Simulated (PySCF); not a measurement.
# SiB2Cl6O2

SiB2Cl6O2 is a molecule drawn as a unit of a network glass or zeolite (built as: Si B3 B3, Cl ends, O bridges), neutral, singlet. The structure, one conformer, was relaxed in the gas phase by PBE0-D3(BJ)/def2-SVP. No frequency run checks that it is a minimum.

SMILES: ClB(Cl)OB(Cl)O[Si](Cl)(Cl)Cl

Coordinates in Å:
```
Cl1    -1.917   -1.237   -1.062
B2     -1.918   -0.280    0.415
Cl3    -2.824   -0.822    1.805
O4     -1.253    0.883    0.467
B5     -0.272    1.496   -0.254
Cl6    -0.528    3.145   -0.784
O7      0.902    0.894   -0.537
Si8     1.813   -0.456   -0.356
Cl9     3.716    0.127    0.034
Cl10    1.744   -1.535   -2.071
Cl11    1.116   -1.569    1.206
```

Shieldings: GIAO PBE0/pcSseg-1. Shifts are against computed references at the same level: Si TMS (σ 352.0 ppm). Core levels by delta-SCF with SCAN, pcX-2 on the ionised atom and pcseg-1 elsewhere, spin-free X2C (2p3/2 is the spin-free 2p value less a third of a first-order spin-orbit splitting); from the vacuum level, for chosen atoms.

**Question.** Give the NMR and core-level values of the distinct atoms.

**Answer.** 
```json
{"atoms": "Cl1", "bonded to": "1 B", "σ (ppm)": "738.9", "δ (ppm)": "-", "core level (eV)": "-"}
{"atoms": "B2", "bonded to": "2 Cl + 1 O", "σ (ppm)": "68.5", "δ (ppm)": "-", "core level (eV)": "-"}
{"atoms": "Cl3", "bonded to": "1 B", "σ (ppm)": "754.8", "δ (ppm)": "-", "core level (eV)": "-"}
{"atoms": "O4", "bonded to": "2 B", "σ (ppm)": "98.8", "δ (ppm)": "-", "core level (eV)": "-"}
{"atoms": "B5", "bonded to": "1 Cl + 2 O", "σ (ppm)": "79.1", "δ (ppm)": "-", "core level (eV)": "-"}
{"atoms": "Cl6", "bonded to": "1 B", "σ (ppm)": "822.8", "δ (ppm)": "-", "core level (eV)": "-"}
{"atoms": "O7", "bonded to": "1 B + 1 Si", "σ (ppm)": "150.3", "δ (ppm)": "-", "core level (eV)": "1s 539.85"}
{"atoms": "Si8", "bonded to": "3 Cl + 1 O", "σ (ppm)": "370.8", "δ (ppm)": "-18.8", "core level (eV)": "2p3/2 110.53"}
{"atoms": "Cl9", "bonded to": "1 Si", "σ (ppm)": "790.1", "δ (ppm)": "-", "core level (eV)": "2p3/2 207.08"}
{"atoms": "Cl10", "bonded to": "1 Si", "σ (ppm)": "790.4", "δ (ppm)": "-", "core level (eV)": "2p3/2 207.05"}
{"atoms": "Cl11", "bonded to": "1 Si", "σ (ppm)": "783.4", "δ (ppm)": "-", "core level (eV)": "2p3/2 207.05"}
```

Values are those of this one static structure; atoms that internal rotation interchanges would show their mean in an NMR spectrum.

**Question.** By CAM-B3LYP/def2-SVPD (TDDFT singlets, Tamm-Dancoff triplets), where does absorption start?

**Answer.** The first singlet with intensity lies at 7.35 eV (f 0.012); what lies below it is dark. The lowest singlet lies at 6.76 eV (f 0.001), the strongest of the first 6 at 7.71 eV (f 0.105), the lowest triplet at 6.60 eV.
